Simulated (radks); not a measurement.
Excited configurations of neutral erbium: one electron is placed in a higher orbital outside [Xe] 4f12 6s1. The ground configuration is [Xe] 4f12 6s2. Method: Dirac Kohn-Sham, LDA (Slater exchange, Perdew-Wang correlation), spin-unpolarised, spherical densities, point nucleus; open shells fill j = l - 1/2 first; computed with a radial shooting solver on a logarithmic mesh with Libxc functionals. Excitation = E - E(ground); binding = E(ion) - E, where the ion is the core of charge +1; n* = 1/sqrt(2 binding) in atomic units, and the quantum defect is n - n*.

| outer orbital | excitation (eV) | binding (eV) | n* | quantum defect |
|---|---|---|---|---|
| 5d3/2 | 2.853 | 3.748 | 1.905 | 3.095 |
| 5f5/2 | 5.674 | 0.927 | 3.831 | 1.169 |
| 6p1/2 | 2.699 | 3.902 | 1.867 | 4.133 |
| 6d3/2 | 5.109 | 1.492 | 3.020 | 2.980 |
| 6f5/2 | 5.952 | 0.649 | 4.579 | 1.421 |
| 7s1/2 | 4.355 | 2.246 | 2.461 | 4.539 |
| 7p1/2 | 4.941 | 1.660 | 2.863 | 4.137 |
| 7d3/2 | 5.675 | 0.926 | 3.832 | 3.168 |
| 7f5/2 | 6.129 | 0.472 | 5.369 | 1.631 |

The Delta-SCF ionisation energy is 6.601 eV (NIST Atomic Spectra Database: 6.108 eV, measured). Self-interaction in the functional shifts the binding energies and quantum defects, so they are the method's values and not measured ones. Spin polarisation and multiplet splitting are left out, so open shells lie too high by an amount that depends on their filling.

Beside tabulated values, note that spin-unpolarised runs miss the spin-polarisation part of the exchange energy of open shells.
